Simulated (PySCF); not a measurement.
Input for PySCF: R-BP86/LANL2DZ on CH4Te (SMILES C[TeH]), a point of a bond scan (R = 2.495 Å).

```python
from pyscf import gto, scf, dft, mp
from pyscf.data.elements import chemcore

mol = gto.M(
    atom='''
    Te    0.01201175    0.23527703    0.23177528
    H    -0.52050643    1.92956132   -1.52045917
    C    -0.03051731   -1.41897587   -1.16612883
    H     0.73152202   -1.27549848   -1.92532285
    H    -1.01819392   -1.49803416   -1.60874601
    H     0.18816506   -2.31181771   -0.58509181
    ''',
    basis='lanl2dz',
    ecp={'Te': 'lanl2dz'},
    charge=0, spin=0, verbose=3, max_memory=1800)
mf = dft.RKS(mol, xc='b88,p86')
mf.conv_tol = 1e-8
mf.max_cycle = 100
mf.kernel()
if not mf.converged:
    mf = mf.newton().run(mf.mo_coeff, mf.mo_occ)
```

Program output:

```
converged SCF energy = -48.5105393732903
```

The calculation finished and met its thresholds.

Cost: about 3 core-seconds (a rough figure).
